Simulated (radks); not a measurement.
Results of a calculation; reference values are marked as such.
Sr3+, configuration [Ar] 3d10 4s2 4p5.

Code: a radial shooting solver on a logarithmic mesh with Libxc functionals. Model: scalar-relativistic Kohn-Sham, LDA (Slater exchange, Perdew-Wang correlation), spin-polarised, spherical densities, finite nucleus; open shells are filled with parallel spins first (spin-orbit coupling, left out, can overturn this in heavy ions); Fermi nuclear charge, rms radius 4.224 fm.

Energy parts (eV):
part                       energy
total                  -86357.086
kinetic                 88530.390
electron-nucleus      -207040.977
Hartree                 34884.213
exchange-correlation    -2730.712

Orbitals (lengths in bohr, moments of r in powers of bohr; r(max) is where P^2 peaks):
| orbital | occ. | eigenvalue (eV) | r(max) |
|---|---|---|---|
| 1s up | 1 | -15943.61 | 0.02557 |
| 1s down | 1 | -15943.48 | 0.02557 |
| 2s up | 1 | -2185.831 | 0.1453 |
| 2s down | 1 | -2185.744 | 0.1453 |
| 2p up | 3 | -1947.412 | 0.1161 |
| 2p down | 3 | -1947.293 | 0.1161 |
| 3s up | 1 | -363.1424 | 0.4363 |
| 3s down | 1 | -362.9809 | 0.4363 |
| 3p up | 3 | -286.1913 | 0.4308 |
| 3p down | 3 | -286.0116 | 0.4308 |
| 3d up | 5 | -158.6628 | 0.3754 |
| 3d down | 5 | -158.4606 | 0.3754 |
| 4s up | 1 | -69.6341 | 1.176 |
| 4s down | 1 | -68.6697 | 1.175 |
| 4p up | 3 | -50.7699 | 1.297 |
| 4p down | 2 | -49.8383 | 1.297 |

The highest occupied level is 4p down at -49.838 eV. Spin moment in Bohr magnetons: 1. The spin density at the nucleus is -0.3023 e/bohr^3 (1s -0.2163, 2s 0.0361, 3s -0.0452, 4s -0.0768). The electron density at the nucleus is 6.169e+04 e/bohr^3 (large components only). The density falls to 0.001 e/bohr^3 at r = 3.15 bohr. For comparison, the ionisation energy in NIST's Atomic Spectra Database is 56.280 eV (semi-empirical). In exact Kohn-Sham theory the highest level is minus the ionisation energy, but local and semilocal functionals leave it too shallow, through self-interaction and a potential that decays too fast; potentials with the right tail come closer.
